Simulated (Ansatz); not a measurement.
```yaml
crystal:
  periodic: [false, false, false]
  atoms:
    - {symbol: K, position_ang: [-1.457732, -1.450699, -4.495773]}
    - {symbol: Cl, position_ang: [-1.594481, -1.588720, -1.503529]}
    - {symbol: K, position_ang: [-1.526505, -1.523025, 1.526985]}
    - {symbol: Cl, position_ang: [-1.524219, -1.523023, 4.548704]}
    - {symbol: Cl, position_ang: [-1.526662, 1.527379, -4.546457]}
    - {symbol: K, position_ang: [-1.524488, 1.527454, -1.524734]}
    - {symbol: Cl, position_ang: [-1.587598, 1.593336, 1.505884]}
    - {symbol: K, position_ang: [-1.446830, 1.454845, 4.497921]}
    - {symbol: Cl, position_ang: [1.520120, -1.528013, -4.548404]}
    - {symbol: K, position_ang: [1.521874, -1.527583, -1.526726]}
    - {symbol: Cl, position_ang: [1.589657, -1.593152, 1.503689]}
    - {symbol: K, position_ang: [1.453831, -1.454301, 4.495899]}
    - {symbol: K, position_ang: [1.451253, 1.450088, -4.498053]}
    - {symbol: Cl, position_ang: [1.591889, 1.588604, -1.506054]}
    - {symbol: K, position_ang: [1.528599, 1.523224, 1.524474]}
    - {symbol: Cl, position_ang: [1.531301, 1.523587, 4.546154]}
basis:
  gaussian: {orbitals: def2-TZVP, initial_orbitals: start.molden}
hamiltonian: {xc: pbe0, dispersion: d4}
scf: {omitted_lower_state_checks: [starts]}
output: {forces: true, orbitals: {seedname: orbitals}}
```

The file start.molden holds the orbitals of an earlier run on this structure, at another level or in another basis.

```sh
$ ansatz run in.yaml --threads 4 --pin off --events-out ev --progress --plain --max-ram 6963MiB
```

(1) Does this run fit into the memory that it is given?

Results:

(1) No. It has 560 basis functions, and Ansatz plans for 11 GiB where 7 GiB are given.
